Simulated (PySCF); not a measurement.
## C₆ coefficients of unlike pairs at revPBE

Calculated with PySCF 2.14 from the dipole response of each species, C₆(A,B) = (3/π) ∫ α_A(iu) α_B(iu) du, in atomic units, from isotropic polarisabilities. For ions this is the dispersion term alone; charge-induced terms of lower order in 1/R come first.

```
species  configuration                                                                                              basis      relativity  α (bohr³)  C₆ (like pair)
    Rh+  [Kr] 4d8 (3F)  aug-cc-pVTZ-PP with one added diffuse shell each of s, p, d, f, g type with ECP28MDF (7s7p6d4f3g)  core potential      14.48           90.99
     V+  [Ar] 3d4 (5D)                                                                          def2-QZVPPD (11s6p5d3f2g)            none      16.53           57.86
     Kr      [Kr] (1S)                                                                             def2-TZVPPD (7s6p5d1f)            none      17.94           139.4
  C(2+)  [He] 2s2 (1S)                          x2c-TZVPPall with one added diffuse shell each of s, p, d type (6s4p3d1f)   spin-free X2C      4.225           6.529
```

(1) Estimate C₆ for C(2+) with Kr.

No spin-orbit coupling is included.

The other pairs:

| pair | C₆ |
| --- | --- |
| C(2+), V+ | 19.05 |
| C(2+), Rh+ | 24.00 |
| Kr, Rh+ | 111.9 |
| V+, Rh+ | 71.01 |
| Kr, V+ | 87.58 |

Results:

(1) The integral gives 30.05. The combination rule 2 C_A C_B / (C_A α_B/α_A + C_B α_A/α_B) gives 30.06 and the geometric mean 30.17.
